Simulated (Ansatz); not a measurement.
C₂H₆OSi, SMILES `CC1O[SiH2]1` at its PBE0-D4/def2-TZVP geometry, where that method's forces vanish. Total charge 0; spin multiplicity 1.

```
atom   x (Å)   y (Å)   z (Å)
  C1  -0.912   1.046  -0.090
  C2   0.281   0.289   0.409
  O3  -0.050  -0.997   1.058
 Si4   0.893  -1.269  -0.283
  H5  -1.534   0.433  -0.745
  H6  -0.590   1.929  -0.648
  H7  -1.532   1.380   0.749
  H8   0.950   0.876   1.039
  H9   2.262  -1.779  -0.046
 H10   0.231  -1.909  -1.442
```

Question: For each bond, give half the difference of the two atoms' forces along it (eV/Å; positive pushes the atoms apart) under PBE-D4, r2SCAN-D4, B3LYP-D4, ωB97M-V in def2-TZVPP. (An estimate is asked.)

Answer: Computed: 
| bond | length (Å) | PBE-D4 | r2SCAN-D4 | B3LYP-D4 | ωB97M-V |
| --- | --- | --- | --- | --- | --- |
| C1–C2 | 1.498 | -0.11 | 0.02 | 0.10 | 0.20 |
| C1–H5 | 1.092 | 0.11 | -0.03 | -0.05 | -0.07 |
| C1–H6 | 1.093 | 0.10 | -0.02 | -0.06 | -0.07 |
| C1–H7 | 1.095 | 0.12 | -0.02 | -0.06 | -0.11 |
| C2–O3 | 1.478 | 0.51 | 0.36 | 0.35 | 0.18 |
| C2–Si4 | 1.811 | 0.39 | 0.17 | 0.23 | 0.07 |
| C2–H8 | 1.091 | 0.05 | -0.09 | -0.18 | -0.17 |
| O3–Si4 | 1.663 | 0.69 | 0.23 | 0.23 | 0.10 |
| Si4–H9 | 1.480 | -0.08 | -0.07 | -0.13 | -0.13 |
| Si4–H10 | 1.480 | -0.07 | -0.07 | -0.12 | -0.13 |

B3LYP here is the variant with VWN-RPA as its local correlation; programs differ in this.
